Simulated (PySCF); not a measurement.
# Energy of Nb⁻ (niobium, charge -1) between two integer charges

The 5s beta orbital of [Kr] 4d4 5s2 is emptied in steps (occupation f), with all orbitals relaxed, ending at [Kr] 4d4 5s1. Computed with PySCF 2.14 in def2-TZVPPD with the def2 core potential (28 electrons), with a scalar-relativistic core potential. The exact energy is a straight line in f; departures are measured from the line between the end points of the same method.

```
  f  PBE0 (eV)  r2SCAN (eV)  LC-wPBE (eV)
  1      0.000        0.000         0.000
0.8     -0.219       -0.259         0.031
0.6     -0.326       -0.373         0.048
0.4     -0.322       -0.351         0.050
0.2     -0.209       -0.208         0.035
  0      0.000        0.000         0.000
```

```json
{"method": "PBE0", "E(f=0) − E(f=1) (eV)": "0.283", "−ε at f=1 (eV)": "-1.095", "−ε at f=0.4 (eV)": "0.578"}
{"method": "r2SCAN", "E(f=0) − E(f=1) (eV)": "0.241", "−ε at f=1 (eV)": "-1.430", "−ε at f=0.4 (eV)": "0.670"}
{"method": "LC-wPBE", "E(f=0) − E(f=1) (eV)": "0.116", "−ε at f=1 (eV)": "0.305", "−ε at f=0.4 (eV)": "0.086"}
```

Orbital energy along the path (eV):

```csv
f,PBE0,r2SCAN,LC-wPBE
1,1.095,1.430,-0.305
0.8,0.532,0.686,-0.237
0.6,-0.026,-0.023,-0.165
0.4,-0.578,-0.670,-0.086
0.2,-1.122,-1.205,0.000
0,-1.112,-0.879,0.212
```

As f goes to zero the orbital energy of a semilocal functional can turn back, because the density of that orbital vanishes from the exchange-correlation potential.

At f = 1 the orbital energy is positive for PBE0, r2SCAN: only the finite basis holds the electron.

Reference removal energy between the ground levels: 0.917 eV (measured; photodetachment measurements, as compiled on the Wikipedia data page of electron affinities). The calculation has no spin-orbit coupling.
